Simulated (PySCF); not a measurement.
## The second ionisation energy along group 13

All values are computed (PySCF 2.14, energy differences of UHF-based or UKS calculations, no spin-orbit coupling). Values in eV. The last column holds reference values (NIST; (s) semi-empirical, (t) theoretical, else measured). Unmarked ones compare directly (S terms, centres of terms, or small fine structure); those marked * lie between the lowest fine-structure levels and include a spin-orbit shift.

```
                                 element                 configurations     UHF  MP2 (valence)  SCS-MP2 (valence)  MP2 (valence and next inner shell)  SCS-MP2 (valence and next inner shell)  reference
     B (aug-cc-pwCVQZ, non-relativistic)            [He] 2s2 → [He] 2s1  23.443         24.489             24.698                              24.547                                  24.749     25.155
    Al (aug-cc-pwCVQZ, non-relativistic)            [Ne] 3s2 → [Ne] 3s1  17.520         18.324             18.484                              18.557                                  18.669     18.829
Ga (aug-cc-pwCVQZ-PP with ECP10MDF, ECP)  [Ar] 3d10 4s2 → [Ar] 3d10 4s1  18.744         19.508             19.661                              20.455                                  20.439     20.515
```

Which of these methods has the smallest mean absolute error against the measured values here?

SCS-MP2 (valence and next inner shell), with 0.214 eV.

```
                                method  elements  mean error (eV)  mean absolute error (eV)  largest error (eV)
                                   UHF         3           -1.597                     1.597              -1.771
                         MP2 (valence)         3           -0.726                     0.726              -1.007
                     SCS-MP2 (valence)         3           -0.552                     0.552              -0.854
    MP2 (valence and next inner shell)         3           -0.313                     0.313              -0.608
SCS-MP2 (valence and next inner shell)         3           -0.214                     0.214              -0.406
```

Errors include the incompleteness of the basis and the frozen core.

"Valence" correlates the outer s and p shells and, in groups 3 to 12 and the f block, the outer d or f shell, open or full, or the next shell where the ion has no valence electron left; the wider scheme adds the next inner shell.
